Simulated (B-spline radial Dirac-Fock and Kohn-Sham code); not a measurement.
Z = 34 (selenium), transition energy 1480 keV. These are calculated numbers from a radial finite-basis atomic code; the model is a Dirac-Hartree-Slater potential of the neutral atom with a Latter tail (no hole, which puts coefficients of high multipoles low close above an edge), finite nucleus with surface currents. Subshells that would emit electrons below 1 keV are left out, and so is internal pair formation.

Problem. A pure transition shows α(K) = 8.09e-05, L1/L2 = 174 and L1/L3 = 70.9. What is its multipolarity?
A. M1
B. E2
C. E4
D. M2
E. E1
F. M3
G. E3
H. M4

Solution. E. For comparison, α(K), L1/L2, L1/L3 are E2 0.000160, 85.2, 77.4; E3 0.000289, 45.1, 73.6; E4 0.000501, 27.1, 63.0; M1 0.000156, 116, 143; M2 0.000311, 72.7, 183; M3 0.000560, 50.2, 147; M4 0.000972, 36.8, 91.0.
